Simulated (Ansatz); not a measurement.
`C[N]=[Mo](=[O])([F])[O]C` + HCl → `C[N]=[Mo](=[O])([F])[Cl]` + CH₃OH at 700 K and 1 bar (ligand exchange at a Mo–O bond).

Gas-phase electronic energies from Ansatz, PBE0-D4/def2-TZVP geometries. CCSD(T)/CBS adds triple-zeta CCSD(T) − MP2 to the extrapolated MP2 energy (def2 sets, frozen cores). This one scheme is used for every species. def2 core potentials past Kr. For Mo outer-core shells are correlated without core-valence functions, which leaves a few kJ/mol of doubt a bond. Each species was taken in one conformer, which may not be the lowest.

```csv
species,CCSD(T)/CBS energy (Eh),H − E (kJ/mol),S (J/(mol·K))
`C[N]=[Mo](=[O])([F])[O]C`,-452.81903,335.7,565.1
HCl,-460.38127,38.4,211.8
`C[N]=[Mo](=[O])([F])[Cl]`,-797.59379,207.9,493.8
CH₃OH,-115.61712,170.8,288.5
```

H − E and S are ideal-gas, rigid-rotor, harmonic terms from PBE0-D4/def2-TZVP, for one conformer and one mirror image of each species. 1 Eh = 2625.50 kJ/mol, R = 8.31446 J/(mol·K).

**Question.** By hand: ΔE, ΔH, ΔS and ΔG.

**Answer.** ΔE = (-797.59379) + (-115.61712) − (-452.81903) − (-460.38127) = -0.01061 Eh = -27.9 kJ/mol. Δ(H − E) = 207.9 + 170.8 − 335.7 − 38.4 = 4.6, so ΔH = -23.3 kJ/mol. ΔS = 493.8 + 288.5 − 565.1 − 211.8 = 5.4 J/(mol·K). ΔG = -23.3 − 700 × (5.4)/1000 = -27.1 kJ/mol.

**Question.** By hand: the equilibrium constant, and the temperature at which ΔG would vanish if ΔH and ΔS stayed fixed.

**Answer.** log₁₀ K = −ΔG/(RT ln 10) = 2.0. ΔH and −TΔS have one sign here, so there is no such temperature.

The number of gas molecules stays the same, so ΔS is small and ΔH decides. A doubt of 5 kJ/mol in ΔE shifts log₁₀ K by 0.4 here. Other conformers and mirror images would add mixing entropy, several J/(mol·K) or more a flexible species. These are equilibria of isolated gas molecules and say nothing of rates. Largest T1 diagnostic: 0.022 (customary marks: 0.02 for closed shells, 0.045 for open ones).

ΔS is within the doubt of such terms, so its sign, and with it that verdict, could turn.
